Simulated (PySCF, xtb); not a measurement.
GeH3O3, SMILES [OH][Ge]([OH])[OH] (connectivity only; charge and spin as stated), charge +1, multiplicity 1.

GFN2-xTB (xtb) at its own geometry gives an orbital gap of 5.92 eV.

Coordinates come from a PBE-D3(BJ)/def2-SVP optimisation. The spin state was assumed, not searched. The isomer is the one that the SMILES or the coordinates give; other isomers of the formula were not compared. The values are those of a single conformer.

### Question
What does B3LYP/def2-TZVP (PySCF) give? (An estimate is asked for; the answer gives what the named calculation found.)

### Answer
gap 7.11 eV (levels -15.72 and -8.61 eV).
